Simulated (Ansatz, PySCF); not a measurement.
Species: C$_{2}$H$_{7}$GeO, net charge 0, doublet state. SMILES: CC[O][GeH2]
Coordinates optimised at B3LYP-D3(BJ)/def2-TZVP (Ansatz, a program for electronic structure):
```
C
H 1 1.0936
H 1 1.0976 2 107.30
O 1 1.4216 2 106.19 3 118.38
C 1 1.5189 2 110.14 3 -120.11
H 5 1.0908 1 110.38 2 -61.99
H 5 1.0924 6 108.62 1 -121.30
H 5 1.0925 6 108.23 7 -117.27
Ge 4 1.7954 1 121.10 2 -154.68
H 9 1.5526 4 103.00 1 161.62
H 9 1.5644 10 111.76 4 113.90
```
Charge 0, spin multiplicity 2.

Wanted: size of the dipole moment, in D. Conventions: no dispersion term unless named; LANL2DZ with its own core potentials from Na on; UHF or UKS for open shells; no spin-orbit coupling; six Cartesian d functions in 6-31G* and its kin unless marked 5d; non-relativistic. First-principles rows: single points at B3LYP-D3(BJ) geometries (Ansatz).

```tsv
level	program	size of the dipole moment (D)
SVWN5/6-31G* with LANL2DZ past Ar	Ansatz	1.27
PBE/3-21G	Ansatz	1.34
PBE/LANL2DZ	Ansatz	1.57
B3LYP/3-21G	Ansatz	1.37
B3LYP/LANL2DZ	Ansatz	1.70
B3LYP/6-31G	Ansatz	1.51
B3LYP/6-31G*	Ansatz	1.20
B3LYP/def2-SVP	Ansatz	1.20
B3LYP/6-31G* with LANL2DZ past Ar	Ansatz	1.35
PBE0/6-31G* with LANL2DZ past Ar	Ansatz	1.37
M06-2X/6-31G* with LANL2DZ past Ar (5d)	PySCF	1.42
```

No value to compare with is used here. The 11 habitual levels span 1.20 (B3LYP/6-31G*) to 1.70 D (B3LYP/LANL2DZ).

The levels are drawn from those run, B3LYP/6-31G* more often than the rest, none by its result; left out are runs that failed, that the program found above a lower state of the same kind, or whose <S^2> lies over 0.5 above the pure value.
